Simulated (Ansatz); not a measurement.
Isolated molecules relaxed with PBE0-D4/def2-TZVP in Ansatz; ΔE leaves out vibrations. CCSD(T)/CBS adds triple-zeta CCSD(T) − MP2 to the extrapolated MP2 energy (def2 sets, frozen cores). This one scheme is used for every species. DFT in def2-TZVPP. def2 core potentials past Kr. For Te outer-core shells are correlated without core-valence functions, which leaves a few kJ/mol of doubt a bond. One conformer a species, not always the lowest.

Reaction (formal exchange of groups at a Te–Si bond): `O[Si](O)(S)[TeH]` + `O=CO` → `O=C[TeH]` + `O[Si](O)(O)S`

Q: Is it downhill or uphill in electronic energy at CCSD(T)/CBS, and by how much? (Estimate.)

A: Computed: Downhill: ΔE = -4.6 kcal/mol.

Q: What do these levels give: B97M-V, r2SCAN0-D4, r2SCAN0, MP2/def2-SVP, MP2/def2-TZVPP, MP2/def2-QZVPP? (An estimate is asked.)

A: The calculation gave: B97M-V -5.6, r2SCAN0-D4 -3.3, r2SCAN0 -3.5, MP2/def2-SVP 3.4, MP2/def2-TZVPP -3.8, MP2/def2-QZVPP -3.8 kcal/mol.

Q: What do rigid-rotor, harmonic-oscillator terms from PBE0-D4/def2-TZVP frequencies (298.15 K, 1 bar) make of the CCSD(T)/CBS value? (Estimate.)

A: Ansatz gave: ΔZPE = -1.3 kcal/mol, ΔH = -6.0 kcal/mol, ΔS = -3 J/(mol·K), ΔG = -5.8 kcal/mol.

Largest T1 diagnostic among the species: 0.016.

From BLYP to BHLYP (50 % exact exchange), in def2-TZVPP and without D4, ΔE moves by +2.3 kcal/mol. At CCSD(T), def2-SVP lies +7.5 kcal/mol from the extrapolated value and def2-TZVPP −0.4 kcal/mol.
